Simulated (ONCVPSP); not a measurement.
holmium: ONCV pseudisation with PBE, scalar-relativistic reference atom.

The input file (ONCVPSP 4.0.1):

```
# ATOM AND REFERENCE CONFIGURATION
# atsym  z   nc   nv     iexc    psfile
  Ho 67.00    9    5        4      upf
#
#   n    l    f
    1    0    2.00
    2    0    2.00
    2    1    6.00
    3    0    2.00
    3    1    6.00
    3    2   10.00
    4    0    2.00
    4    1    6.00
    4    2   10.00
    4    3   10.00
    5    0    2.00
    5    1    6.00
    5    2    1.00
    6    0    2.00
#
# PSEUDOPOTENTIAL AND OPTIMIZATION
# lmax
    3
#
#   l,   rc,      ep,       ncon, nbas, qcut
    0    1.80    0.00    3    7    5.40
    1    2.50    0.00    3    7    5.90
    2    2.55    0.00    3    8    7.20
    3    0.95    0.00    4    9   14.60
#
# LOCAL POTENTIAL
# lloc, lpopt,  rc(5),   dvloc0
    4    1    0.70    3.00
#
# VANDERBILT-KLEINMAN-BYLANDER PROJECTORs
# l, nproj, debl
    0    3    0.50
    1    1    1.50
    2    2    1.90
    3    2    1.70
#
# MODEL CORE CHARGE
# icmod, fcfact, rcfact
    0    0.00    0.00
#
# LOG DERIVATIVE ANALYSIS
# epsh1, epsh2, depsh
   -3.00    5.00    0.02
#
# OUTPUT GRID
# rlmax, drl
    6.00    0.01
#
# TEST CONFIGURATIONS
# ncnf
    4
# nvcnf
#   n    l    f
    5
    4    3   11.00
    5    0    2.00
    5    1    6.00
    5    2    0.00
    6    0    2.00
#
    5
    4    3   11.00
    5    0    2.00
    5    1    6.00
    5    2    0.00
    6    0    1.00
#
    5
    4    3   11.00
    5    0    2.00
    5    1    6.00
    5    2    0.00
    6    0    0.00
#
    5
    4    3   11.00
    5    0    2.00
    5    1    6.00
    5    2    1.00
    6    0    1.00
#
```

Command:

```bash
oncvpsp.x < Ho.dat > Ho.out
```

Output (shortened: citation, most of the input echo, consistency checks and plot data are left out):

```
ONCVPSP  (Optimized Norm-Conservinng Vanderbilt PSeudopotential)
scalar-relativistic version 4.0.1

#   n    l    f        energy (Ha)
    1    0    2.00    -2.0398653E+03
    2    0    2.00    -3.4141636E+02
    2    1    6.00    -3.0246438E+02
    3    0    2.00    -7.6483556E+01
    3    1    6.00    -6.4582985E+01
    3    2   10.00    -4.9492641E+01
    4    0    2.00    -1.5327058E+01
    4    1    6.00    -1.1406690E+01
    4    2   10.00    -6.1123921E+00
    4    3   10.00    -3.4388422E-01
    5    0    2.00    -1.9995104E+00
    5    1    6.00    -1.0706613E+00
    5    2    1.00    -8.0819091E-02
    6    0    2.00    -1.5941147E-01

Reference configufation results
  iterations    35
  all-electron total energy (Ha)   -1.26161785D+04

Begin loop to  construct optimized pseudo wave functions
and semi-local pseudopoentials for all angular momenta

   Wellstate for l =  0  n =  7
     eigenvalue =   0.3406
     asymptotic potential =   0.8406
     half-point radius =  7.0308

Calculating optimized projector #   1

 for l=   0

    Fraction of norm inside rc  0.896072
    Optimizing pswf for qcut=   5.39 a_B^-1,  ecut=  14.53 Ha
    Residual kinetic energy error=  1.10D-04 Ha

    Energy error per electron        Cutoff
         Ha          eV             Ha
         0.01000     0.27211        8.78
         0.00100     0.02721       11.85
         0.00010     0.00272       15.00
         0.00001     0.00027       58.35

Calculating optimized projector #   2

 for l=   0

    Fraction of norm inside rc  0.041374
    Optimizing pswf for qcut=   5.39 a_B^-1,  ecut=  14.53 Ha
    Residual kinetic energy error=  5.21D-05 Ha

    Energy error per electron        Cutoff
         Ha          eV             Ha
         0.01000     0.27211        4.91
         0.00100     0.02721       10.69
         0.00010     0.00272       13.83
         0.00001     0.00027       27.80

Calculating optimized projector #   3

 for l=   0

    Fraction of norm inside rc  0.040303
    Optimizing pswf for qcut=   5.39 a_B^-1,  ecut=  14.53 Ha
    Residual kinetic energy error=  7.81D-05 Ha

    Energy error per electron        Cutoff
         Ha          eV             Ha
         0.01000     0.27211        6.42
         0.00100     0.02721       11.19
         0.00010     0.00272       14.29
         0.00001     0.00027       25.61

Calculating optimized projector #   1

 for l=   1

    Fraction of norm inside rc  0.954830
    Optimizing pswf for qcut=   5.90 a_B^-1,  ecut=  17.42 Ha
    Residual kinetic energy error=  1.05D-08 Ha

    Energy error per electron        Cutoff
         Ha          eV             Ha
         0.01000     0.27211        6.47
         0.00100     0.02721        8.56
         0.00010     0.00272       10.43
         0.00001     0.00027       12.03

   Wellstate for l =  2  n =  7
     eigenvalue =   1.8192
     asymptotic potential =   2.3192
     half-point radius =  4.4241

Calculating optimized projector #   1

 for l=   2

    Fraction of norm inside rc  0.503783
    Optimizing pswf for qcut=   7.19 a_B^-1,  ecut=  25.88 Ha
    Residual kinetic energy error=  4.87D-10 Ha

    Energy error per electron        Cutoff
         Ha          eV             Ha
         0.01000     0.27211        6.89
         0.00100     0.02721        9.90
         0.00010     0.00272       12.70
         0.00001     0.00027       15.11

Calculating optimized projector #   2

 for l=   2

    Fraction of norm inside rc  0.202583
    Optimizing pswf for qcut=   7.19 a_B^-1,  ecut=  25.88 Ha
    Residual kinetic energy error=  2.92D-10 Ha

    Energy error per electron        Cutoff
         Ha          eV             Ha
         0.01000     0.27211        8.78
         0.00100     0.02721       11.45
         0.00010     0.00272       13.78
         0.00001     0.00027       16.21

   Wellstate for l =  3  n =  5
     eigenvalue =   1.3561
     asymptotic potential =   1.8561
     half-point radius =  2.8796

Calculating optimized projector #   1

 for l=   3

    Fraction of norm inside rc  0.727989
    Optimizing pswf for qcut=  14.59 a_B^-1,  ecut= 106.40 Ha
    Residual kinetic energy error=  3.15D-03 Ha

    Energy error per electron        Cutoff
         Ha          eV             Ha
         0.01000     0.27211       98.03
         0.00100     0.02721      199.42
         0.00010     0.00272      389.93
         0.00001     0.00027      569.71

Calculating optimized projector #   2

 for l=   3

    Fraction of norm inside rc  0.066054
    Optimizing pswf for qcut=  14.59 a_B^-1,  ecut= 106.40 Ha
    Residual kinetic energy error=  8.30D-04 Ha

    Energy error per electron        Cutoff
         Ha          eV             Ha
         0.01000     0.27211       89.84
         0.00100     0.02721      104.99
         0.00010     0.00272      161.36
         0.00001     0.00027      314.50

Construct Vanderbilt / Kleinmman-Bylander projectors

B matrix Hermiticity error, ll=   0
   1   2    1.6952E-04
   1   3   -2.1286E-04
   2   3    1.4108E-05

  Orthonormal projector coefficients  3.2068E+01  9.4081E+00  1.2624E+00

B matrix Hermiticity error, ll=   2
   1   2   -1.0829E-04

  Orthonormal projector coefficients  9.0570E+00  5.0264E-01

B matrix Hermiticity error, ll=   3
   1   2    4.3047E-04

  Orthonormal projector coefficients -2.1896E+01 -8.9831E+00

Pseudoatom total energy -167.296274

Diagnostic tests using Vanderbilt-Kleinman-Bylander pseudopotentials
  1 or more projectors used as specified by nproj input data

   l    rcore       rmatch      e in        delta e   norm test  slope test

   0   1.8026493   1.8573817  -1.9995104   0.0000480   1.0001806   1.0002020
   0   1.8026493   1.8573817  -0.1594115   0.0000024   1.0000350   1.0000350
   0   1.8026493   1.8573817   0.3405885   0.0000323   1.0002886   1.0002886

   1   2.5049565   2.5810124  -1.0706613  -0.0000004   0.9999991   0.9999967

   2   2.5503168   2.6277500  -0.0808191  -0.0000002   1.0000235   1.0000186
   2   2.5503168   2.6277500   1.8191809   0.0000260   1.0001592   1.0001592

   3   0.9504457   0.9793033  -0.3438842   0.0000352   1.0003688   1.0003045
   3   0.9504457   0.9793033   1.3561158  -0.0000228   1.0006856   1.0006856

 Testing for bound ghosts
   n   l    E NL Schr. Eq   E Basis Diag.   E Cutoff

       0                       -7.459679     81.17  WARNING - GHOST(-)
   1   0       -1.999462       -1.999486     81.17
   2   0       -0.159409       -0.085821     81.17

       1                       -4.176333     24.97  WARNING - GHOST(-)
   2   1       -1.070662       -1.070020     24.97

   3   2       -0.080819       -0.077198     52.88

   4   3       -0.343849       -0.334716    546.28

 Testing for highly-localized positive-energy ghosts
       l    <radius>/rc     E Basis Diag.   E Cutoff

       2        0.770174        5.575334     52.88  WARNING - GHOST(+)

Test configuration 0

   n   l     f        eae           eps        diff
   1   0  2.0000-2039.86528117
   2   0  2.0000 -341.41635558
   2   1  6.0000 -302.46438253
   3   0  2.0000  -76.48355598
   3   1  6.0000  -64.58298468
   3   2 10.0000  -49.49264074
   4   0  2.0000  -15.32705834
   4   1  6.0000  -11.40669001
   4   2 10.0000   -6.11239206
   4   3 10.0000   -0.34388422   -0.34384904    3.52D-05
   5   0  2.0000   -1.99951044   -1.99946246    4.80D-05
   5   1  6.0000   -1.07066134   -1.07066175   -4.08D-07
   5   2  1.0000   -0.08081909   -0.08081924   -1.53D-07
   6   0  2.0000   -0.15941147   -0.15940908    2.39D-06

    Total energies and differences
      AE_ref= -1.26161785D+04  AE_tst= -1.26161785D+04  dif=  0.00D+00
      PS_ref= -1.67296274D+02  PS_tst= -1.67296274D+02  dif= -4.83D-13
      PSP excitation error=  4.83D-13

Test configuration 1

   n   l     f        eae           eps        diff
   1   0  2.0000-2039.62290091
   2   0  2.0000 -341.15578145
   2   1  6.0000 -302.20646956
   3   0  2.0000  -76.19512378
   3   1  6.0000  -64.29507009
   3   2 10.0000  -49.20743062
   4   0  2.0000  -15.04995608
   4   1  6.0000  -11.13477119
   4   2 10.0000   -5.84882187
   4   3 11.0000   -0.11551181   -0.11562800   -1.16D-04
   5   0  2.0000   -1.85131365   -1.84573574    5.58D-03
   5   1  6.0000   -0.95059201   -0.94938695    1.21D-03
   6   0  2.0000   -0.13922608   -0.13910921    1.17D-04

    Total energies and differences
      AE_ref= -1.26161785D+04  AE_tst= -1.26163487D+04  dif= -1.70D-01
      PS_ref= -1.67296274D+02  PS_tst= -1.67462554D+02  dif= -1.66D-01
      PSP excitation error= -3.85D-03

Test configuration 2

   n   l     f        eae           eps        diff
   1   0  2.0000-2039.86288166
   2   0  2.0000 -341.39475511
   2   1  6.0000 -302.44557870
   3   0  2.0000  -76.43277895
   3   1  6.0000  -64.53275153
   3   2 10.0000  -49.44523371
   4   0  2.0000  -15.28812980
   4   1  6.0000  -11.37314616
   4   2 10.0000   -6.08747897
   4   3 11.0000   -0.35465634   -0.35464085    1.55D-05
   5   0  2.0000   -2.09299742   -2.08685376    6.14D-03
   5   1  6.0000   -1.19171163   -1.19002589    1.69D-03
   6   0  1.0000   -0.32895619   -0.32859689    3.59D-04

    Total energies and differences
      AE_ref= -1.26161785D+04  AE_tst= -1.26161160D+04  dif=  6.25D-02
      PS_ref= -1.67296274D+02  PS_tst= -1.67230823D+02  dif=  6.55D-02
      PSP excitation error= -2.95D-03

Test configuration 3

   n   l     f        eae           eps        diff
   1   0  2.0000-2040.14541002
   2   0  2.0000 -341.67540190
   2   1  6.0000 -302.72642396
   3   0  2.0000  -76.71130269
   3   1  6.0000  -64.81131332
   3   2 10.0000  -49.72398569
   4   0  2.0000  -15.56744280
   4   1  6.0000  -11.65275653
   4   2 10.0000   -6.36749108
   4   3 11.0000   -0.63498034   -0.63495094    2.94D-05
   5   0  2.0000   -2.37646026   -2.36954460    6.92D-03
   5   1  6.0000   -1.47301098   -1.47064880    2.36D-03

    Total energies and differences
      AE_ref= -1.26161785D+04  AE_tst= -1.26156819D+04  dif=  4.97D-01
      PS_ref= -1.67296274D+02  PS_tst= -1.66797152D+02  dif=  4.99D-01
      PSP excitation error= -2.46D-03

Test configuration 4

   n   l     f        eae           eps        diff
   1   0  2.0000-2039.60472067
   2   0  2.0000 -341.13574490
   2   1  6.0000 -302.18646289
   3   0  2.0000  -76.17590772
   3   1  6.0000  -64.27584437
   3   2 10.0000  -49.18800486
   4   0  2.0000  -15.03015654
   4   1  6.0000  -11.11473385
   4   2 10.0000   -5.82829647
   4   3 11.0000   -0.09419756   -0.09365229    5.45D-04
   5   0  2.0000   -1.82710972   -1.81997049    7.14D-03
   5   1  6.0000   -0.92865582   -0.92536256    3.29D-03
   5   2  1.0000   -0.03093578   -0.03135254   -4.17D-04
   6   0  1.0000   -0.13455748   -0.13363321    9.24D-04

    Total energies and differences
      AE_ref= -1.26161785D+04  AE_tst= -1.26162467D+04  dif= -6.81D-02
      PS_ref= -1.67296274D+02  PS_tst= -1.67361643D+02  dif= -6.54D-02
      PSP excitation error= -2.77D-03
```

Note: ghosts flagged at negative energy: s at -203.0 eV, p at -113.6 eV; GHOST(+) flagged for d at 151.7 eV. A true bound ghost makes a file unfit for plane-wave use.

The run took about 8.2 s on one core of a shared server CPU.
